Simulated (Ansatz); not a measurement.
Ansatz (an electronic-structure program) input:

Ansatz 0.2 input:
```yaml
crystal:
  periodic: [false, false, false]
  atoms:
    - {symbol: N, position_ang: [-0.00000000, -0.00000000, -0.90472069]}
    - {symbol: P, position_ang: [0.00000000, 0.00000000, 0.55016401]}
    - {symbol: H, position_ang: [-0.00000000, -0.00000000, -1.91941528]}
basis:
  gaussian:
    orbitals: def2-TZVPD
hamiltonian:
  xc: {name: SVWN5}
total_charge: 1
magnetization: {spin_polarized: true, initial_magnetization: 2}
```

**Question.** What final total energy does it print?

**Answer.** -394.52153 Eh (SVWN5/def2-TZVPD). The basis has 89 functions.

This state (charge 1, triplet) is run at the relaxed geometry of the species with charge 1 and multiplicity 1, and is a spin state other than that species' own.
